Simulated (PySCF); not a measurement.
From one molecule to another.

First species: C₇H₁₄FNSi.
InChI=1S/C7H14FNSi/c1-4-5-6-7(8)10-9(2)3/h7H,6,10H2,1-3H3/t7-/m1/s1

Second species: CH₁₅NOSi₅.
SMILES: `C[SiH2][Si@H](O[SiH3])N([SiH3])[SiH3]`

Levels: PBE0/pcSseg-1 for dipole moment, HOMO energy, LUMO energy and HOMO–LUMO gap; GFN2-xTB for rotational constant A and rotational constant C. Geometries: GFN2-xTB. Each structure is a single optimised conformer of the isolated species, non-relativistic unless stated. Electronic properties by PySCF.

The conformers computed, where there is a choice (atom-mapped SMILES and torsion angles):
- `[CH3:1][C:2]#[C:3][CH2:4][C@H:5]([F:6])[SiH2:7][N:8]([CH3:9])[CH3:10]`: C3–C4–C5–F6 -172°, C4–C5–Si7–N8 -166°, C5–Si7–N8–C9 164°
- `[CH3:1][SiH2:2][Si@H:3]([O:4][SiH3:5])[N:6]([SiH3:7])[SiH3:8]`: C1–Si2–Si3–O4 153°, Si2–Si3–O4–Si5 -145°, Si2–Si3–N6–Si7 -144°

| property | column X | column Y |
| --- | --- | --- |
| dipole moment | 0.84 D | 1.93 D |
| HOMO energy | -7.60 eV | -6.34 eV |
| LUMO energy | -0.39 eV | 0.79 eV |
| HOMO–LUMO gap | 7.21 eV | 7.13 eV |
| rotational constant A | 0.825 GHz | 1.526 GHz |
| rotational constant C | 0.487 GHz | 0.457 GHz |

Task: Which column belongs to which species?

Result: Column X is the second species and column Y the first. The first has 24 atoms and 86 electrons, the second 23 and 106.

Task: How does each property change from the first species to the second?

Result: dipole moment -1.09 D; HOMO energy -1.26 eV; LUMO energy -1.18 eV; HOMO–LUMO gap +0.08 eV; rotational constant A -0.701 GHz; rotational constant C +0.030 GHz.

On the first: The dipole matches unit charges of opposite sign 0.40 Å apart (1 e·Å = 4.8032 D).

On the second: In atomic units the dipole is 0.33 e·bohr (1 au = 2.5417 D). A dipole of 0.84 D is allowed in C1, and pure rotational transitions are dipole-allowed.
